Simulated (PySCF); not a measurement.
C6H15N (charge +1 and doublet state).
Z-matrix (Å and degrees, GFN2-xTB geometry), rows numbered from 1:
```
C 
C   1  1.5010
C   2  1.5365  1  113.46
C   3  1.5197  2  111.04  1   169.23
C   3  1.5671  2  107.25  1   -68.96
C   5  1.5425  3  109.31  2  -177.91
N   5  1.4228  3  110.92  2    61.57
H   1  1.0880  2  112.24  3   -67.77
H   1  1.1144  2  107.44  3    49.12
H   1  1.0873  2  112.53  3   166.69
H   2  1.0918  1  111.20  3  -125.06
H   2  1.0959  1  108.27  3   117.86
H   3  1.0940  2  109.53  1    48.01
H   4  1.0875  3  109.92  2   -56.34
H   4  1.0871  3  111.13  2    63.35
H   4  1.0858  3  111.90  2  -174.38
H   5  1.0935  3  108.51  2   -58.06
H   6  1.0852  5  109.45  3    68.79
H   6  1.0877  5  109.30  3  -172.50
H   6  1.0871  5  111.33  3   -52.07
H   7  1.0114  5  117.60  3  -145.86
H   7  1.0139  5  115.32  3    75.56
```

The hyperfine couplings belong to this conformer and change with its torsions.

As a line formula: `[C@@H]([C@@H](CC)C)(C)[NH2+]` [radical] (charge +1).

Theory: PySCF, UKS B3LYP, pcH-1 on C H N, non-relativistic, mean-field spin-orbit, GIAO. Isolated species at its GFN2-xTB geometry (one conformer only). Couplings are sensitive to structure, and on GFN2-xTB geometries they can be far from those on DFT ones, by a factor of two or more for some ions and for spin on atoms past the first row. Stability of the SCF solution: not tested.

(1) Where do the isotropic ENDOR lines of N7, H12, H8/H9/H10, H21/H22, H14/H15/H16, H18/H19/H20, H13, H11 and H17 fall at 3336.7 mT, to first order?

(2) Which pairs are centred on the nuclear Larmor frequency, and which on half the coupling?

## Answers

(1) ν± = |νn ± a/2|, one line for each electron-spin manifold; νn = |g_N| × 7.62259 MHz/T × B.

```tsv
nuclei	isotope	g_N	νn (MHz)	a_iso (MHz)	lower line (MHz)	upper line (MHz)
N7	14N	0.4038	10.27	67.39	23.43	43.97
H12	1H	5.5857	142.07	108.94	87.60	196.54
H8/H9/H10	1H	5.5857	142.07	64.76	109.69	174.45
H21/H22	1H	5.5857	142.07	-30.68	126.73	157.41
H14/H15/H16	1H	5.5857	142.07	6.71	138.72	145.42
H18/H19/H20	1H	5.5857	142.07	6.61	138.76	145.37
H13	1H	5.5857	142.07	-5.64	139.25	144.89
H11	1H	5.5857	142.07	3.77	140.18	143.95
H17	1H	5.5857	142.07	-1.92	141.11	143.03
```

(2) Centred on νn, since |a| < 2νn: H12, H8/H9/H10, H21/H22, H14/H15/H16, H18/H19/H20, H13, H11 and H17. Centred on |a|/2 and split by 2νn: N7.

Nuclei that the bonding pattern makes equivalent are averaged, as if the motion that swaps them (rotation, inversion, ring flip) were fast. The three 1H nuclei of mean +64.8 MHz run from 7.6 to 148.4 MHz in the frozen geometry. The three 1H nuclei of mean +6.6 MHz run from -6.5 to 32.2 MHz in the frozen geometry.
